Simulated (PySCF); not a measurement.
H2OSZn. Atoms are numbered in the order given.

```xyz
5

Zn     0.2713    -0.2341    -0.0482
O      1.6877    -1.2888    -0.2092
H      1.5010    -2.2263    -0.2817
S     -1.3609     1.1543     0.1210
H     -1.3688     1.0900     1.4642
```

The structure is a stationary point at PBE0-D3(BJ)/def2-TZVP. One conformer was computed; it need not be the lowest.

Calculation: ωB97X/def2-TZVPD (PySCF).

Isolated molecule, no solvent.

```yaml
total_energy: -2254.13843 hartree
highest_occupied_level: -9.94 eV
lowest_empty_level: 0.65 eV
orbital_gap: 10.60 eV
dipole_moment: 1.48 D
quadrupole, principal values (traceless, Buckingham form, about the centre of nuclear charge): -11.15, 4.40, 6.75 D·Å
mean_static_polarisability: 49.9 bohr³ (7.39 Å³)
polarisability_principal_values: 41.8, 42.4, 65.4 bohr³
```
